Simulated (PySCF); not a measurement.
Species: C7H11NS.
SMILES with atom numbers: `[CH3:1][CH2:2][NH:3][CH2:4][c:5]1[cH:6][cH:7][cH:8][s:9]1`

Geometry (GFN2-xTB, Å), atoms numbered from 1 in this order:
```
atom  x, y, z in Å
C1    -2.6837    1.4697    0.0305
C2    -1.6409    0.4534    0.4733
N3    -1.2713   -0.3928   -0.6471
C4    -0.2978   -1.4232   -0.3285
C5     1.0409   -0.8920    0.0858
C6     1.5544   -0.7639    1.3388
C7     2.8203   -0.1332    1.3627
C8     3.2473    0.2223    0.1267
S9     2.1177   -0.2123   -1.0953
H10   -3.5250    0.9571   -0.4275
H11   -3.0387    2.0424    0.8833
H12   -2.2606    2.1572   -0.6989
H13   -0.7758    0.9784    0.9146
H14   -2.0629   -0.1989    1.2447
H15   -0.9168    0.1835   -1.4062
H16   -0.7066   -2.0303    0.4850
H17   -0.1913   -2.0547   -1.2158
H18    1.0476   -1.1138    2.2211
H19    3.3814    0.0467    2.2623
H20    4.1566    0.7150   -0.1550
```

Probes without a nucleus sit at each ring's centroid and 1 Å off its mean plane on both sides; NICS is minus the shielding there, NICSzz its component along the normal. Level: GIAO PBE0/pcSseg-1 (PySCF, non-relativistic, gas phase) on the GFN2-xTB geometry, one conformer.

Ring bond lengths (Å), with Mayer bond orders in brackets: C5–C6 1.360 (1.56), C6–C7 1.415 (1.26), C7–C8 1.355 (1.60), C8–S9 1.720 (1.16), S9–C5 1.737 (1.15).

What do the NICS probes read (ppm)?

```json
{"ring": "C5–C6–C7–C8–S9", "type": "5-membered ring with S; formal bonds all aromatic", "NICS(0)": "-11.9", "NICS(1), two faces": "-10.7 / -10.8", "NICS(1)zz, two faces": "-25.2 / -26.1", "rms pucker (Å)": "0.00", "centre to ring atoms, mean (Å)": "1.29"}
```

What can be read from them?

- C5–C6–C7–C8–S9: mean NICS(1)zz -25.7 ppm, shielded. The ring is flat and has no four-coordinate atom; by the NICS criterion it is aromatic.

How equal are the bonds by HOMA? Use HOMA with the parameters of Krygowski (1993).

- C5–C6–C7–C8–S9: HOMA 0.77; the largest term is that of S9–C5, α(R − Ropt)² = 0.34. The geometric and the magnetic index point the same way.

What is the mean of the two in-plane components of NICS at the first NICS(1) probe listed for ring C5–C6–C7–C8–S9, 1 Å off the ring?

The isotropic value is a third of the trace: (3 × -10.7 − (-25.2))/2 = -3.4 ppm.

How shielded are the nuclei of the rings and their hydrogens (means over atoms taken as equivalent)?

```
atoms                        environment  σ isotropic (ppm)  principal values of the symmetric part, first atom (ppm)
   C5        substituted aromatic carbon               30.4                                         -39.9, 8.4, 122.6
   C6                 aromatic CH carbon               56.1                                        -25.2, 50.8, 142.8
   C7                 aromatic CH carbon               56.3                                        -26.9, 46.2, 149.6
   C8  aromatic CH next to a ring sulfur               53.7                                        -37.4, 56.0, 142.6
   S9              thiophene-type sulfur              286.2                                       143.8, 308.3, 406.6
  H18                  aromatic hydrogen              24.77                                          22.0, 24.0, 28.3
  H19                  aromatic hydrogen              24.68                                          21.6, 24.8, 27.6
  H20                  aromatic hydrogen              24.59                                          21.7, 24.5, 27.6
```
